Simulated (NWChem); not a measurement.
System: C4H12Sn; SMILES [CH3][Sn]([CH3])([CH3])[CH3]

Results from NWChem. Geometry: optimised at PBE-D3(BJ)/def2-SVP (def2 core potentials past Kr). No frequency run checked for a minimum.

For level Hartree-Fock/3-21G, non-relativistic:

```
Property                      Value
---------------------------  ------
highest occupied level (eV)  -10.36
orbital gap (eV)              15.65
```

Task: How do the values read with level Hartree-Fock/STO-3G, non-relativistic instead?

Result: 
| Quantity | Result |
|---|---|
| highest occupied level (eV) | -8.86 |
| orbital gap (eV) | 20.00 |
